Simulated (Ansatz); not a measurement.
Basis-set extrapolation for C3H7AlO (`C=[CH][Al]([CH3])[OH]`) (PBE0-D4/def2-TZVP geometry, frozen core, Ansatz). Multiplicity 1, RHF reference.

|  | def2-TZVPP | def2-QZVPP |
| --- | --- | --- |
| HF | -434.598042 | -434.614445 |
| MP2 correlation | -0.820700 | -0.878323 |
| CCSD(T) correlation | -0.895150 | not run |

Energies in hartree. Use E(X) = E(∞) + A·exp(−7.88·√X) for Hartree–Fock and E(X) = E(∞) + B·X^(−2.97) for correlation, with X = 3 and 4, and add CCSD(T) minus MP2 of the smaller set to the MP2 limit.

What is the CCSD(T) energy at the basis-set limit?

HF limit: -434.614445 + (-0.016403) × 0.13774 = -434.61670. MP2 limit: -0.878323 + (-0.057623) × 0.74074 = -0.92101. Higher-order term: -0.895150 − (-0.820700) = -0.07445. Total: -435.61216 hartree, 74.7 kcal/mol below CCSD(T)/def2-TZVPP.
